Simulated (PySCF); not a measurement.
How methods differ on the interval between two levels of Pb³⁺

Pb³⁺ [Xe] 4f14 5d10 6s1 [2S1/2, M_J = 1/2] → Pb³⁺ [Xe] 4f14 5d9 6s2 [2D5/2, M_J = 5/2], as a difference of total energies. Calculation: PySCF 2.14, in x2c-TZVPall-2c; the two-component X2C-1e Hamiltonian. Correlated levels: [Kr] 4d10 4f14 frozen; the 24 highest virtual spinors dropped. "Screened" scales the spin-orbit matrix elements by Boettger's factors to mimic the two-electron term; Breit and QED terms are absent.

```tsv
method	interval between two levels (cm⁻¹)
GHF (screened spin-orbit)	106380
GMP2 (screened spin-orbit)	99645
```
